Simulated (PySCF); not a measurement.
Highest occupied level (eV) of eight silicon and germanium compounds: PBE beside PBE0, computed with PySCF for isolated molecules in the bases named; differences from unrounded values. The eight are the first of their class met in an unordered collection, after screening for sound electronic states; none was chosen by its value. Each molecule has one DFT geometry for both levels.

```csv
molecule,basis,PBE0,PBE,difference
"CF3NOSi, SMILES F[Si](F)(F)N=C=O",def2-TZVP,-9.94,-8.43,1.51
"C2H10N2Si2, SMILES N[Si@@H]1C[SiH2]CN1",def2-TZVP,-6.61,-5.30,1.31
"CH₁₁NSi₃, SMILES C[SiH2]N[SiH2][SiH3]",def2-TZVP,-7.05,-5.84,1.21
"C3H5ClOSi, SMILES C1=CO[Si@H](Cl)C1",def2-TZVP,-6.79,-5.62,1.17
"Cl3GeHS, SMILES [Cl][Ge]([Cl])([Cl])[SH]",def2-TZVP,-8.38,-7.08,1.30
"C₃H₁₄Si₃, SMILES C([SiH3])(C[SiH3])C[SiH3]",def2-TZVP,-7.83,-6.67,1.16
"C₄H₁₂OSi, SMILES CC[Si@H](C)OC",def2-TZVP,-7.58,-6.14,1.44
"FH7OSi3, SMILES O[SiH2][Si@H](F)[SiH3]",def2-TZVP,-7.73,-6.61,1.12
```

PBE lies below PBE0 in 0 and above it in 8 of the eight; the mean signed difference is 1.28 and the largest 1.51 eV.
